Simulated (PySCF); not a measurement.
**Computed spin Hamiltonian**

Species: C6H5N2O (doublet state).
Cartesian coordinates in Å at the GFN2-xTB level; atoms count from 1:
```xyz
14
C6H5N2O angstrom
C      2.4165    0.1555   -0.2630
N      1.7588   -0.7368    0.3187
C      0.4396   -0.5201    0.8262
C     -0.5509   -1.4059    0.1271
C     -1.5106   -0.6162   -0.4144
C     -1.2098    0.7224   -0.0832
C     -1.9170    1.8613   -0.4293
N     -2.5350    2.7876   -0.7339
O     -0.0778    0.8006    0.6659
H      2.0791    1.1787   -0.4301
H      3.4000   -0.1105   -0.6216
H      0.4984   -0.7331    1.9079
H     -0.4327   -2.4673    0.0696
H     -2.3594   -0.9167   -0.9969
```

The hyperfine couplings belong to this conformer and change with its torsions.

Identity: `O1[C](C#N)C=C[C@H]1N=C` [radical].

Computed with UKS B3LYP, pcH-1 on C H N O, non-relativistic, mean-field spin-orbit, GIAO in PySCF. The structure is a single GFN2-xTB conformer in the gas phase; no vibrational or solvent corrections. Couplings are sensitive to structure, and on GFN2-xTB geometries they can be far from those on DFT ones. Stability of the SCF solution: not tested. ⟨S²⟩ is 0.774 where a pure state has 0.75.

| Property | Result |
| --- | --- |
| g1, g2, g3 | 2.00207, 2.00366, 2.00410 |
| g_iso | 2.00328 |
| Form of g | rhombic: the two nearest values differ by 22 % of g3 − g1 |
| ⟨S²⟩ | 0.7740 (exact 0.7500) |
| Total energy | -416.29220 Eh |
| Basis functions | 275 |

Isotropic coupling and dipolar principal values T1 to T3, in MHz:

```tsv
atom	isotope	a_iso	T1	T2	T3	Mulliken spin population
C1	13C	-2.1	-1.4	0.2	1.2	0.00
N2	14N	13.6	-1.9	-1.3	3.1	0.03
C3	13C	-21.8	-1.2	0.0	1.2	-0.04
C4	13C	40.1	-36.5	-34.4	70.9	0.45
C5	13C	-37.6	-24.3	11.4	12.9	-0.20
C6	13C	48.4	-47.1	-45.6	92.7	0.51
C7	13C	-43.5	-12.5	-1.7	14.2	-0.13
N8	14N	6.4	-12.8	-9.9	22.8	0.26
O9	17O	-16.5	-46.6	21.9	24.6	0.10
H10	1H	0.9	-2.0	-1.4	3.4	0.00
H11	1H	3.6	-1.1	-0.5	1.6	0.00
H12	1H	85.8	-2.7	-1.0	3.6	0.04
H13	1H	-31.1	-17.7	-0.6	18.3	-0.02
H14	1H	9.1	-3.8	-1.3	5.1	0.01
```

The Mulliken spin populations are largest on C6 (+0.51), C4 (+0.45), N8 (+0.26) and C5 (-0.20). Three atoms exceed +0.15. The angles at C6 add up to 360.0°, so it is planar.

The SMILES `C=N[C@@H]1C=C[C](C#N)O1` draws the unpaired electron on C6, whose computed spin population is only +0.51.

Axes: g2 points within 9° of the C4–C5 bond and g3 points within 12° of the C5–C6 bond.

Under fast tumbling the dipolar parts average out, and these isotropic splittings remain (the largest six): 1 × 1H (H12, I = 1/2, 2 lines) with 3.06 mT, 1 × 1H (H13, I = 1/2, 2 lines) with 1.11 mT, 1 × 14N (N2, I = 1, 3 lines) with 0.48 mT, 1 × 1H (H14, I = 1/2, 2 lines) with 0.32 mT, 1 × 14N (N8, I = 1, 3 lines) with 0.23 mT and 1 × 1H (H11, I = 1/2, 2 lines) with 0.13 mT.

The 17O coupling of O9 (-16.5 MHz) shows only in satellite lines or after enrichment, since that isotope makes up about 0.038 % of natural oxygen.

The 13C coupling of C6 (48.4 MHz) shows only in satellite lines or after enrichment, since that isotope makes up about 1.07 % of natural carbon.

β density exceeds α density at some nuclei, such as C7 (-0.0387), C5 (-0.0335) and C3 (-0.0194), spin density in bohr⁻³. In a single determinant that takes different orbitals for the two spins, that is spin polarisation.
